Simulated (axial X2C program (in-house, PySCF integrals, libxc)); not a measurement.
**KMg at several levels of theory**

Calculated with an in-house relativistic program for diatomic molecules. Spin-free means the one-electron spin-free X2C Hamiltonian; two-component (2c) means X2C with spin–orbit coupling and atomic mean-field two-electron Coulomb and Gaunt terms, so the difference of the two also holds small scalar two-electron terms. Basis: K dyall-cv3z [11s12p6d3f], Mg dyall-cv3z [9s8p6d3f] (cores contracted in-house); Gaussian nuclei, density fitting, unrestricted open shells. Masses: K 38.964 u, Mg 23.985 u.

Input file and command:
```json
{
 "zs": [
  19,
  12
 ],
 "q": 0,
 "bas": [
  "dyall-cv3z",
  "dyall-cv3z"
 ],
 "levels": [
  "PBE0",
  "HF",
  "BLYP"
 ],
 "cc": true,
 "r0": 3.35,
 "thr": -2.0,
 "nmax": 90,
 "npts": 10,
 "nst": 2,
 "ntry": 6
}
```
```bash
python so2c.py task.json out
```

Keys: zs atomic numbers; q charge; bas basis sets; levels methods; cc coupled cluster on or off; r0 starting distance in Å; thr threshold in hartree for freezing inner shells (an s shell follows its p shell); nmax most natural virtual spinors; npts points on the curve; nst determinants followed; ntry starts of the search. HF also brings MP2.

State, spin-free: M_S = 1/2, Λ = 0 (beyond evenly filled blocks: σα); electrons by block: σα: 10, σβ: 9, π+α: 3, π+β: 3, π-α: 3, π-β: 3. Fragments: K + Mg.

State, 2c: Ω = 1/2 (⟨Sz⟩ = 0.50, ⟨Lz⟩ = 0.00 at PBE0); electrons by block: 1/2: 13, -1/2: 12, 3/2: 3, -3/2: 3. Fragments: K + Mg.

```tsv
Hamiltonian	level	Re (Å)	ωe (cm⁻¹)	ωexe (cm⁻¹)	Be (cm⁻¹)	De (eV)	D0 (eV)	k (mdyn/Å)	μ (D)
spin-free	PBE0	3.922	80.3	1.08	0.07382	0.158	0.153	0.0564	-1.86
spin-free	CCSD(T)	4.111	55.0	1.44	0.06719	0.091	0.088	0.0265	n/a
spin-free	BLYP	4.041	65.8	1.4	0.06953	0.082	0.078	0.0378	-1.09
2c	PBE0	3.922	80.3	1.08	0.07381	0.158	0.153	0.0564	-1.85
2c	CCSD(T)	4.105	55.8	1.39	0.06738	0.089	0.086	0.0272	n/a
2c	BLYP	4.041	65.7	1.4	0.06952	0.082	0.077	0.0378	-1.09
```

Correlated methods: 11 electrons correlated (number of frozen shells: K 2 s, 1 p; Mg 2 s, 1 p), 283 virtual spin orbitals or spinors in MP2, 90 natural virtuals in coupled cluster.

Dipoles are positive if Mg is the positive end.

The state is a single determinant with fixed occupations, the lowest that a limited PBE0 search found. De is counted from the lowest determinant-based energies of the atoms at the same level, without counterpoise correction. Density functionals use the spin component along the axis (collinear). CCSD and (T) use frozen natural virtuals with an MP2 correction for the truncation; (T) itself is uncorrected, so its De runs slightly low.

No reliable constants came from CCSD (2c), CCSD (spin-free), HF (2c), HF (spin-free), MP2 (2c), MP2 (spin-free): no minimum in range, unconverged points, a curve that is not smooth, a change of character along it, or the two Hamiltonians disagreeing along it.

Rough cost a point (2c) on 1 thread(s) of a shared host, integrals apart: PBE0 0.6 s, CCSD(T) 8 s, BLYP 0.4 s.
